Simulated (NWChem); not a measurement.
Molecule: C₂H₂O₃S; SMILES C#CS(=O)(=O)O

```xyz
8

C      0.0079    -2.5236    -0.0156
C     -0.0130    -1.3138    -0.0106
S     -0.1214     0.4033    -0.0498
O      0.0827     0.8305    -1.4155
O     -1.2564     0.7985     0.7370
O      1.1878     0.8092     0.7953
H      0.0279    -3.5999    -0.0167
H      1.9164     0.9457     0.1688
```
Atoms are numbered in this order, from 1.

Level: PBE0/def2-SVP (NWChem), optimised geometry, unscaled harmonic frequencies. 

| frequency (cm⁻¹) | IR intensity (km/mol) |
|---|---|
| 164 | 8.2 |
| 170 | 1.8 |
| 281 | 70.0 |
| 394 | 0.1 |
| 413 | 26.9 |
| 483 | 34.9 |
| 504 | 39.5 |
| 532 | 45.1 |
| 704 | 152.2 |
| 738 | 27.4 |
| 759 | 20.7 |
| 861 | 283.0 |
| 1125 | 73.3 |
| 1215 | 200.8 |
| 1453 | 236.4 |
| 2207 | 46.8 |
| 3477 | 79.9 |
| 3813 | 164.5 |

```json
{
 "zero_point_energy": "27.6 kcal/mol",
 "thermal correction to the enthalpy at 298.15 K (with zero-point energy)": "32.0 kcal/mol",
 "heat capacity Cv": "21.5 cal/(mol K)",
 "entropy at 298.15 K and 1 atm (symmetry number 1)": "78.0 cal/(mol K)",
 "dipole_moment": "3.94 D"
}
```

Rigid rotor and harmonic oscillator.
